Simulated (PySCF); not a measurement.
Species: C5H9FO4.
Bonds: C1–O2, O2–C3, C3–C4, C4–O5, O5–C6, C6–O7 (double), C6–O8, O8–C9, C9–F10. Hydrogens: H11, H12, H13 on C1; H14, H15 on C3; H16, H17 on C4; H18, H19 on C9.

Structure optimised with GFN2-xTB, isolated species.

Task: List the bond lengths, angles and torsions at this level.

Result: 
| bond | length (Å) | order |
| --- | --- | --- |
| C1–O2 | 1.407 | single |
| O2–C3 | 1.406 | single |
| C3–C4 | 1.529 | single |
| C4–O5 | 1.427 | single |
| O5–C6 | 1.322 | single |
| C6=O7 | 1.193 | double |
| C6–O8 | 1.356 | single |
| O8–C9 | 1.390 | single |
| C9–F10 | 1.362 | single |
| C1–H11, C1–H13 | 1.092 | single |
| C1–H12 | 1.097 | single |
| C3–H14, C3–H15 | 1.101 | single |
| C4–H16, C4–H17 | 1.092 | single |
| C9–H18, C9–H19 | 1.097 | single |

Bonds in one row agree within 0.01 Å and their mean is given. Orders are formal, as drawn. A selection of angles:
| angle | degrees |
| --- | --- |
| O2–C1–H11 | 106.4 |
| O2–C1–H12 | 111.3 |
| H11–C1–H12 | 109.6 |
| C1–O2–C3 | 112.8 |
| O2–C3–C4 | 107.7 |
| O2–C3–H14 | 110.6 |
| C4–C3–H14 | 109.5 |
| H14–C3–H15 | 108.5 |
| C3–C4–O5 | 111.6 |
| C3–C4–H16 | 109.8 |
| O5–C4–H16 | 105.6 |
| O5–C4–H17 | 110.1 |
| H16–C4–H17 | 110.0 |
| C4–O5–C6 | 116.3 |
| O5–C6–O7 | 127.2 |
| O5–C6–O8 | 107.9 |
| O7–C6–O8 | 124.8 |
| C6–O8–C9 | 116.6 |
| O8–C9–F10 | 109.8 |
| O8–C9–H18 | 107.5 |
| O8–C9–H19 | 111.9 |
| F10–C9–H18 | 107.5 |
| H18–C9–H19 | 113.0 |

Dihedral angles: C1–O2–C3–C4 175° (antiperiplanar); O2–C3–C4–O5 170° (antiperiplanar); C3–C4–O5–C6 76° (synclinal); C4–O5–C6–O7 2° (synperiplanar); O5–C6–O8–C9 174° (antiperiplanar); C6–O8–C9–F10 -86° (synclinal). The mirror-image conformer, all signs reversed, is as good.

The C–O distances run from 1.193 Å (C6=O7, drawn double) to 1.427 Å (C4–O5, drawn single), a spread of 0.234 Å. O8 (oxygen singly bound to a carbonyl carbon) is bent (angle 116.6°). Of the pairs four or more bonds apart, O7···H19 is among the closest relative to their van der Waals radii: 2.35 Å, 86 % of the sum of Bondi's values.

Point group: C1 (no symmetry element, even within 0.4 Å). Not checked by GFN2-xTB frequencies. One conformer, not necessarily the lowest.

These are computed values.
